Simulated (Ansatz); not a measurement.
Cost and result for the atomization energy of CH4FGaSi (8 atoms, 7 bonds).

Cartesian coordinates in Å:
```
F 1.8127 0.1671 -0.7555
C 0.9154 -0.3324 0.1225
Si -0.3558 0.6830 0.8135
Ga -1.4755 -0.0365 -1.3041
H 1.0275 -1.4016 0.2700
H -0.1706 2.1467 0.8825
H -1.0809 0.0455 1.9338
H -0.6730 -1.2718 -1.9628
```

Total charge 0; spin multiplicity 1. Correlated methods include outer-core shells of Ga, which these sets cover unevenly. Scalar relativity is left out up to krypton. The bonds changed during the relaxation, so this is another structure than the one it started from. The geometry is a stationary point of PBE0-D4/def2-TZVP. Program: Ansatz. All runs use 2 threads of an Arm Neoverse V1 on a shared host. Times are those of one run each, without the atoms' runs, and a repeat can differ threefold. Electronic energies, without spin–orbit coupling; frozen cores. CCSD(T)/CBS adds CCSD(T) − MP2 in def2-TZVPP to the MP2 limit, and its time is that of the two runs behind it. T1 = 0.017; the RHF reference is unstable towards UHF. With those shells the extrapolation isn't a true limit. HSE06 is the plane-wave form, built on full-range PBE exchange.

CCSD(T)/CBS is a level of theory with its own doubt, some kJ/mol a heavy atom from the limit and from the frozen cores, so smaller differences don't rank the functionals.

| level | functions | wall time | atomization (kcal/mol) | difference from CCSD(T)/CBS | per bond |
| --- | --- | --- | --- | --- | --- |
| revPBE-D4/def2-TZVPP | 208 | 3 s | 547.2 | -1.4 | -0.2 |
| BLYP-D4/def2-TZVPP | 208 | 3.1 s | 549.9 | 1.3 | 0.2 |
| PBE-D4/def2-TZVPP (with forces) | 208 | 3.7 s | 561.9 | 13.3 | 1.9 |
| PBE0-D4/def2-TZVPP | 208 | 4.4 s | 545.4 | -3.2 | -0.5 |
| HSE06-D4/def2-TZVPP | 208 | 5.5 s | 546.2 | -2.4 | -0.4 |
| CAM-B3LYP-D4/def2-TZVPP | 208 | 5.5 s | 544.5 | -4.1 | -0.6 |
| B2PLYP/def2-TZVPP | 208 | 7.5 s | 538.1 | -10.5 | -1.5 |
| CCSD(T)/def2-SVP | 98 | 7.5 s | 509.1 | -39.5 | -5.6 |
| r2SCAN-D4/def2-TZVPP (with forces) | 208 | 8 s | 553.4 | 4.8 | 0.7 |
| B97M-V/def2-TZVPP | 208 | 14 s | 553.1 | 4.5 | 0.6 |
| MP2/def2-QZVPP | 393 | 39 s | 547.3 | -1.3 | -0.2 |
| CCSD(T)/def2-TZVPP | 208 | 2.4 min | 532.4 | -16.2 | -2.3 |
| CCSD(T)/CBS(def2) | – | 3.1 min | 548.6 | 0.0 | 0.0 |

From r2SCAN to r2SCAN0 (25 % exact exchange), in def2-TZVPP and without D4, the atomization energy moves by −15.4 kcal/mol: exact exchange takes away binding that semilocal exchange gives to molecules. Leaving LDA and LC-ωPBE aside and taking each functional with its dispersion term where it has one, the values, not all of them listed here, spread over 38.6 kcal/mol, from BHLYP-D4 to PBE-D4. LDA lies +83.8 kcal/mol from PBE without D4, its usual overbinding. At CCSD(T), def2-SVP lies −39.5 kcal/mol from the extrapolated value and def2-TZVPP −16.2 kcal/mol: correlation converges slowly with the basis, and small sets miss more of it in the bonded molecule than in its fragments.
